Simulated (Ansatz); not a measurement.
Predict a relaxed structure of the cluster Ru₄⁻, charge -1, doublet, at PBE0-D4/def2-SVPD (Ansatz).


Cartesian coordinates in Å:
```
Ru -1.0920 -0.9081 -0.3066
Ru 1.1322 0.7427 -0.6703
Ru -1.1443 1.3210 0.2951
Ru 1.1041 -1.1556 0.6819
```
Point group C2 (tolerance 0.1 Å). This is one stationary point.

In the def2 sets Ru takes a core potential; there is no spin–orbit coupling. The charge -1 doublet is spin-contaminated (final ⟨S²⟩ up to 5.50, 0.75 for a pure state). At PBE0-D4/def2-SVPD a quartet of charge -1 lies 0.37 eV below the doublet, each at its own geometry. The structure comes from a short search, and lower isomers may exist.
